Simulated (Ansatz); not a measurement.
`C[SiH2]SSC`. The species carries charge 0 and has multiplicity 1.

Cartesian coordinates in Å:
```
C 1.7587 0.9696 1.1674
Si 1.0425 -0.6653 0.6405
S -1.0334 -0.8410 1.1660
S -1.7327 0.6630 -0.0549
C -2.0983 -0.2301 -1.5747
H 1.7078 1.0815 2.2522
H 1.2049 1.7893 0.7057
H 2.8049 1.0422 0.8583
H 1.7106 -1.8010 1.3344
H 1.1736 -0.8493 -0.8299
H -1.1960 -0.6789 -1.9895
H -2.4865 0.5132 -2.2752
H -2.8559 -0.9933 -1.4003
```

(1) What are the harmonic wavenumbers in cm⁻¹ at PBE0-D4/def2-TZVP (Ansatz, finite differences of forces, unscaled)? (An estimate is asked.)

(2) Is this a minimum?

(3) Give the ideal-gas thermochemistry at 298.15 K and 1 bar (rigid rotor, harmonic oscillator; point group C1, symmetry number 1).

(4) And at 400, 500, 600, 800 and 1000 K?

## Answers

(1) The calculation gave: 71, 87, 118, 164, 181, 210, 248, 468, 504, 522, 663, 693, 723, 743, 883, 893, 935, 971, 973, 1271, 1338, 1442, 1446, 1451, 1470, 2208, 2214, 3053, 3054, 3138, 3146, 3150, 3160.

(2) Yes, all 33 modes are real.

(3) Zero-point energy 248.8 kJ/mol; H(298) − E = 274.2 kJ/mol; entropy 385.1 J/(mol·K), of which translation 169.0, rotation 117.7, vibration 98.4; G(298) − E = 159.4 kJ/mol. Modes under 100 cm⁻¹ are hindered rotations or soft bends, so the harmonic entropy is rough.

(4) 
| T (K) | H − E (kJ/mol) | S (J/mol/K) | G − E (kJ/mol) |
| --- | --- | --- | --- |
| 400 | 288.8 | 427.1 | 118.0 |
| 500 | 305.4 | 464.0 | 73.4 |
| 600 | 323.8 | 497.5 | 25.3 |
| 800 | 364.9 | 556.4 | -80.3 |
| 1000 | 410.4 | 607.1 | -196.7 |
